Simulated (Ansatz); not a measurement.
Reaction (ligand exchange at the Si–O bond): `O[SiH](F)O[SiH2]F` + `CN[SiH2]Cl` → `CN([SiH2]Cl)[SiH](O)F` + `O[SiH2]F`

Gas-phase electronic energies from Ansatz, PBE0-D4/def2-TZVP geometries. CCSD(T)/CBS adds triple-zeta CCSD(T) − MP2 to the extrapolated MP2 energy (def2 sets, frozen cores). DFT in def2-TZVPP. B3LYP here is the variant with VWN-RPA as its local correlation; programs differ in this. Each species was taken in one conformer, which may not be the lowest.

```
             level  ΔE (kJ/mol)  difference from CCSD(T)/CBS
            PBE-D4         54.7                         -7.7
         r2SCAN-D4         62.4                          0.0
          B3LYP-D4         64.8                          2.4
           ωB97X-V         62.7                          0.3
           ωB97M-V         60.7                         -1.7
               PBE         61.4                         -1.0
             B3LYP         75.5                         13.1
     HF/def2-TZVPP         89.9                         27.5
    MP2/def2-TZVPP         60.0                         -2.4
SCS-MP2/def2-TZVPP         65.5                          3.1
   CCSD/def2-TZVPP         66.6                          4.2
CCSD(T)/def2-TZVPP         61.8                         -0.6
     HF/def2-QZVPP         91.7                         29.3
      HF/CBS(def2)         91.9                         29.5
     MP2/CBS(def2)         60.6                         -1.8
    CCSD/CBS(def2)         67.2                          4.8
       CCSD(T)/CBS         62.4                            0
```

Largest T1 diagnostic among the species: 0.012.

From PBE to PBE0 (25 % exact exchange), in def2-TZVPP and without D4, ΔE moves by +3.5 kJ/mol. The D4 term adds −10.7 kJ/mol with B3LYP and −5.9 kJ/mol with PBE0; it sums over pairs of atoms, weighted by their polarisabilities, and B3LYP, whose exchange is more repulsive, gets the larger term.
